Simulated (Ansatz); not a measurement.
NiI2(H2O)2 (NiI2O2H4): single points at one geometry.

```yaml
crystal:
  periodic: [false, false, false]
  atoms:
    - {symbol: Ni, position_ang: [-0.141997, 0.001952, -0.096813]}
    - {symbol: I, position_ang: [-0.674464, 0.107454, 2.388099]}
    - {symbol: I, position_ang: [1.992935, -0.122746, -1.474652]}
    - {symbol: O, position_ang: [-0.384448, 2.008557, -0.385599]}
    - {symbol: H, position_ang: [0.467441, 2.311471, -0.772254]}
    - {symbol: H, position_ang: [-0.424589, 2.391454, 0.519184]}
    - {symbol: O, position_ang: [-0.531265, -1.996580, -0.247787]}
    - {symbol: H, position_ang: [-0.598009, -2.313400, 0.680608]}
    - {symbol: H, position_ang: [0.294407, -2.388151, -0.610786]}
basis:
  gaussian: {orbitals: def2-SVP, initial_orbitals: start.molden}
magnetization: {spin_polarized: true, initial_magnetization: 2}
hamiltonian: {xc: pbe0, dispersion: d4}
scf: {omitted_lower_state_checks: [starts]}
output: {orbitals: {seedname: orbitals}}
```

The file start.molden holds the orbitals of an earlier run on this structure, at another level or in another basis.

```sh
$ ansatz run in.yaml --threads 4 --pin off --events-out ev --progress --plain --max-ram 8704MiB
```

It prints (some lines left out):

```
Functional definition: PBE0
1476 factors; integrals over basis functions are off by at most 1.2e-3 eV
mean field evaluation 1: about -61389.0470 eV, gradient 2.4e1 eV
mean field evaluation 2: about -61389.4238 eV, gradient 5.9e-1 eV
mean field evaluation 4: about -61389.6518 eV, gradient 2.3e-2 eV
mean field evaluation 8: about -61389.6518 eV, gradient 6.5e-5 eV
mean field -61389.65178693 eV, -2256.0280917692 hartree, gradient 6.9e-6 eV, S^2 2.003489; 0 other end points of the search recorded, 0 dependent functions left out
reference -61389.65181971 eV, -2256.0280929736 hartree; 50, 48 occupied and 81, 83 virtual orbitals, 1476 factors
Total energy: -61389.90398047 eV, -2256.0373597108 hartree
Checks for a lower state left out: starts
```

Run time 11 s (4 threads of Intel Xeon Platinum 8488C on a shared host), peak host memory 0.74 GiB.

The first input with `gaussian: {orbitals: def2-TZVPD, initial_orbitals: start.molden}`, `hamiltonian: {xc: r2scan, dispersion: d4}` (abridged; 36 s):

```
Functional definition: r2SCAN
mean field -61415.52416905 eV, -2256.9788842753 hartree, gradient 1.3e-5 eV, S^2 2.005387
Total energy: -61415.59162408 eV, -2256.9813632016 hartree
Checks for a lower state left out: starts
```

As the first input, with `hamiltonian: {xc: pbe, dispersion: d4}` (abridged; 3.4 s):

```
Functional definition: PBE
mean field -61387.87247408 eV, -2255.9627032280 hartree, gradient 9.0e-6 eV, S^2 2.001839
Total energy: -61388.16154294 eV, -2255.9733263125 hartree
Checks for a lower state left out: starts
```

The first input with `gaussian: {orbitals: def2-TZVP, initial_orbitals: start.molden}`, `hamiltonian: {xc: hse06, dispersion: d4}` (abridged; 40 s):

```
Functional definition: HSE06
mean field -61400.57730853 eV, -2256.4295972824 hartree, gradient 5.2e-6 eV, S^2 2.006584
Total energy: -61400.81834870 eV, -2256.4384553454 hartree
Checks for a lower state left out: starts
```

First input, but with `gaussian: {orbitals: def2-TZVP, initial_orbitals: start.molden}`, `hamiltonian: {xc: pbe, dispersion: d4}`, `output: {forces: true, orbitals: {seedname: orbitals}}` (abridged; 8.5 s):

```
Functional definition: PBE
mean field -61399.66918923 eV, -2256.3962245136 hartree, gradient 2.1e-5 eV, S^2 2.003381
Total energy: -61399.95825064 eV, -2256.4068473245 hartree
Atom 0 force     0.009596    -0.000367     0.006298 eV/Å
Atom 1 force     0.038977    -0.003228    -0.040677 eV/Å
Atom 2 force    -0.024042     0.002032     0.050992 eV/Å
Atom 3 force     0.145485     0.316071     0.080969 eV/Å
Atom 4 force    -0.112890    -0.082305     0.005476 eV/Å
Atom 5 force    -0.039699    -0.090209    -0.099625 eV/Å
Atom 6 force     0.120266    -0.320089     0.101593 eV/Å
Atom 7 force    -0.032809     0.086646    -0.104216 eV/Å
Atom 8 force    -0.104885     0.091448    -0.000810 eV/Å
Dipole moment:    -0.132048    -0.000040    -0.091479 e Å
Checks for a lower state left out: starts
```

Geometry: PBE-D4/def2-SVP.

In the def2 sets I takes a core potential; there is no spin–orbit coupling. HSE06 is defined as in plane-wave codes, on full-range PBE exchange.
